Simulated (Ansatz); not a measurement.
NbB₇. Total charge 0; singlet. Geometry PBE-D4/def2-SVP; atoms count from 1.

```xyz
8

Nb   -1.9227   -0.5168    0.6543
B    -0.5444    0.3619   -0.7113
B    -0.2809   -0.9511    1.6696
B     0.8359    1.3297   -0.0842
B     0.8123    0.9578   -1.6022
B     0.1290   -1.2378    0.0881
B     0.0010    0.5769    1.1041
B     0.9698   -0.5207   -1.1184
```

In the def2 sets Nb takes a core potential; there is no spin–orbit coupling. The restricted singlet is unstable towards broken spin symmetry in Hartree–Fock (as tested in another run); at PBE0-D4/def2-TZVP this wasn't settled. Another isomer (singlet) lies 0.99 eV lower at PBE0-D4/def2-TZVP; other spin states weren't run for this one.

(1) Estimate the Mulliken populations from the PBE0/def2-TZVP orbitals of Ansatz.

(2) And the Mayer bond orders between heavy atoms (over 0.3)?

Results:

(1) 
| atom | charge (e) | d electrons |
| --- | --- | --- |
| Nb1 | 0.53 | 3.75 |
| B2 | -0.27 | – |
| B3 | 0.08 | – |
| B4 | -0.07 | – |
| B5 | 0.17 | – |
| B6 | -0.18 | – |
| B7 | -0.18 | – |
| B8 | -0.07 | – |
Mulliken values depend strongly on the basis.

(2) Nb1–B2 1.05 (2.13 Å); Nb1–B3 1.43 (1.98 Å); Nb1–B6 0.91 (2.25 Å); Nb1–B7 0.89 (2.26 Å); B2–B4 0.55 (1.80 Å); B2–B5 0.78 (1.73 Å); B2–B6 0.39 (1.91 Å); B2–B7 0.39 (1.91 Å); B2–B8 0.54 (1.80 Å); B3–B6 0.91 (1.66 Å); B3–B7 0.92 (1.65 Å); B4–B5 1.14 (1.56 Å); B4–B7 1.06 (1.64 Å); B4–B8 0.40 (2.12 Å); B5–B8 1.13 (1.56 Å); B6–B7 0.35 (2.08 Å); B6–B8 1.06 (1.64 Å).
